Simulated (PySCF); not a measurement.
Compound: C3H8FNSi.
Z-matrix (Å and degrees, PBE0-D3(BJ)/def2-SVP geometry), rows numbered from 1:
```
F 
C   1  1.3852
C   2  1.5252  1  108.51
N   3  1.4473  2  107.39  1   -80.22
Si  4  1.7331  3  114.62  2   -16.74
C   2  1.5239  1  107.68  3  -118.22
H   2  1.1036  1  107.15  3   119.96
H   3  1.1039  2  107.83  1    41.19
H   3  1.1096  2  108.90  1   157.07
H   4  1.0099  3  117.25  2   164.41
H   5  1.4982  4  114.48  3  -122.46
H   5  1.4975  4  115.11  3   113.52
H   6  1.1021  2  110.24  1  -164.63
H   6  1.0990  2  110.35  1   -45.20
```

Level of theory: PBE0-D3(BJ)/def2-SVP geometry optimisation, gas phase (PySCF).

Take the most abundant isotopes and a rigid rotor. The values belong to one conformer with, in the numbering `[F:1][C@@H:2]1[CH2:3][NH:4][SiH2:5][CH2:6]1`, F1–C2–C3–N4 -80°, C2–C3–N4–Si5 -17°, C3–N4–Si5–C6 -5°, N4–Si5–C6–C2 25°.

(1) What are A, B and C (cm⁻¹)?

(2) What kind of rotor is it?

(3) What does the inertial defect say?

(4) Give the other two planar moments, Paa and Pbb, and the rms extents of the mass along the axes.

(5) Give the coordinates in the principal-axis frame, origin at the centre of mass.

(6) Where do the levels up to J = 4 lie, in cm⁻¹?

(7) Which lines would a microwave search look for?

(8) Estimate the classical rotational partition function at 25 K, 50 K and 500 K.

Results:

(1) Ia = 116.83, Ib = 188.35, Ic = 233.72 u·Å²; 505379 MHz·u·Å²/I gives 4326, 2683 and 2162 MHz, that is A = 0.14429, B = 0.08950, C = 0.07213 cm⁻¹.

(2) An asymmetric top; Ray's κ = -0.518.

(3) Not planar: Δ = Ic − Ia − Ib = -71.46 u·Å². For a rigid frame Δ = −2 Σ m c², so Σ m c² = 35.73 u·Å² lies off the ab plane: 10.32 from hydrogen and 25.41 from heavier atoms. The atom farthest from that plane is 1.86 Å away.

(4) Paa = Σ m a² = (Ib + Ic − Ia)/2 = 152.62 and Pbb = Σ m b² = (Ia + Ic − Ib)/2 = 81.10 u·Å². With the mass M = 105.04 u, the rms extents √(P/M) along a, b and c are 1.21, 0.88, 0.58 Å.

(5) The sense of each axis is arbitrary; atoms in the order of the calculation.
```
atom  mass (u)   a (Å)   b (Å)   c (Å)
  F1    18.998  -1.646  -0.418  -0.778
  C2    12.000  -1.140  -0.100   0.471
  C3    12.000  -0.554   1.307   0.413
  N4    14.003   0.759   1.204  -0.187
 Si5    27.977   1.419  -0.398  -0.211
  C6    12.000  -0.030  -1.095   0.788
  H7     1.008  -1.980  -0.150   1.185
  H8     1.008  -1.241   1.935  -0.181
  H9     1.008  -0.531   1.729   1.439
 H10     1.008   1.183   2.058  -0.520
 H11     1.008   2.742  -0.535   0.479
 H12     1.008   1.583  -0.997  -1.574
 H13     1.008   0.215  -1.064   1.862
 H14     1.008  -0.350  -2.117   0.539
```

(6) Above 0(0,0):
J = 1: 1(0,1) 0.1616, 1(1,1) 0.2164, 1(1,0) 0.2338
J = 2: 2(0,2) 0.4814, 2(1,2) 0.5223, 2(1,1) 0.5744, 2(2,1) 0.7388, 2(2,0) 0.7423
J = 3: 3(0,3) 0.9530, 3(1,3) 0.9791, 3(1,2) 1.0829, 3(2,2) 1.2237, 3(2,1) 1.2404, 3(3,1) 1.5431, 3(3,0) 1.5436
J = 4: 4(0,4) 1.5706, 4(1,4) 1.5850, 4(1,3) 1.7557, 4(2,3) 1.8675, 4(2,2) 1.9131, 4(3,2) 2.1955, 4(3,1) 2.1986, 4(4,1) 2.6347, 4(4,0) 2.6348

(7) The dipole components are |μa| = 0.25 D, |μb| = 1.09 D, |μc| = 1.53 D. Intensities carry the squares of the components, which stand as 0.03 : 0.50 : 1.00 (a : b : c). Some of the stronger lines:

| type | branch | J(Ka,Kc) | MHz | lower level (cm⁻¹) |
| --- | --- | --- | --- | --- |
| b | Q | 5(2,3) ← 5(1,4) | 5205 | 2.587 |
| b | R | 2(0,2) ← 1(1,1) | 7943 | 0.216 |
| b | Q | 4(2,3) ← 4(1,4) | 8467 | 1.585 |
| b | Q | 4(3,2) ← 4(2,3) | 9835 | 1.867 |
| b | R | 3(0,3) ← 2(1,2) | 12913 | 0.522 |
| b | Q | 4(4,0) ← 4(3,1) | 13075 | 2.199 |
| b | R | 3(1,3) ← 2(0,2) | 14922 | 0.481 |
| c | R | 2(2,1) ← 1(1,1) | 15661 | 0.216 |
| b | R | 5(2,3) ← 4(3,2) | 16943 | 2.195 |
| b | R | 4(4,1) ← 3(3,0) | 32712 | 1.544 |
| b | R | 4(4,0) ← 3(3,1) | 32727 | 1.543 |
| b | R | 5(3,3) ← 4(2,2) | 32938 | 1.913 |
| c | R | 5(3,2) ← 4(2,2) | 33293 | 1.913 |
| b | R | 5(4,2) ← 4(3,1) | 37535 | 2.199 |
| b | R | 5(4,1) ← 4(3,2) | 37642 | 2.195 |
| c | R | 5(5,1) ← 4(4,1) | 41373 | 2.635 |

(8) Point group C1, symmetry number σ = 1; q = (√π/σ)·√((kT/h)³/(ABC)), k/h = 20836.6 MHz/K: 4210 at 25 K, 11900 at 50 K, 376000 at 500 K.

Not checked by PBE0-D3(BJ)/def2-SVP frequencies. Constants of a rigid frame at the computed geometry: no zero-point averaging, no centrifugal distortion. Quadrupole hyperfine structure (14N) is left out.
